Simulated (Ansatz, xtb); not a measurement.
## C4H9FN2Si: which of two isomers lies lower

Structure I: `C#CCN(C)[Si@H](N)F`, a singlet. Structure II: `C=N[Si@H](F)NC1CC1`, a singlet. Both are isolated molecules in the gas phase, relaxed with PBE0-D3(BJ)/def2-SVP; each stands in its lowest conformer found.

Question: Estimate E(II) − E(I) at the level CCSD(T)/def2-SVP + ΔMP2/def2-TZVPP.

Answer: Calculated at CCSD(T)/def2-SVP + ΔMP2/def2-TZVPP: E(II) − E(I) = −2.4 kcal/mol, so structure II lies lower.

Level by level:

```
                             level              geometry  E(II) − E(I) (kcal/mol)  departure from the last row (kcal/mol)  job, with rough time for the two
              PBE0-D3(BJ)/def2-SVP  PBE0-D3(BJ)/def2-SVP                     −10.5                                    −8.1                optimisation, 65 s
                       HF/def2-SVP  PBE0-D3(BJ)/def2-SVP                      −5.5                                    −3.1           part of the CCSD(T) run
                      MP2/def2-SVP  PBE0-D3(BJ)/def2-SVP                      −4.5                                    −2.1           part of the CCSD(T) run
                  CCSD(T)/def2-SVP  PBE0-D3(BJ)/def2-SVP                      −5.8                                    −3.4                      single point
CCSD(T)/def2-SVP + ΔMP2/def2-TZVPP  PBE0-D3(BJ)/def2-SVP                      −2.4                                                     single point, 1.8 min
```

As drawn, II has 1 C=N, 2 C–C, 1 C–H in place of 1 C≡C, 1 C–N, 1 N–H. Structure I has no ring, II a 3-membered ring.

The levels shown agree on the order. The largest departure from CCSD(T)/def2-SVP + ΔMP2/def2-TZVPP is that of PBE0-D3(BJ)/def2-SVP, 8.1 kcal/mol. Levels run at GFN2-xTB geometries aren't shown. The last row adds to CCSD(T) the change of the MP2 difference between the two basis sets, here +3.4 kcal/mol, a large step that makes the value less sure.

With thermal terms from frequencies at re-optimised GFN2-xTB minima (ideal gas, soft modes damped towards free rotors, one conformer each, 298.15 K, 1 atm): the zero-point term adds +0.7 kcal/mol; ΔH is −2.2 and ΔG −1.4 kcal/mol.

The correlated steps freeze 12 core orbitals. Programs: Ansatz 0.2.0, xtb 6.7.1; the last row on 4 threads of Arm Neoverse V2 on a shared host.
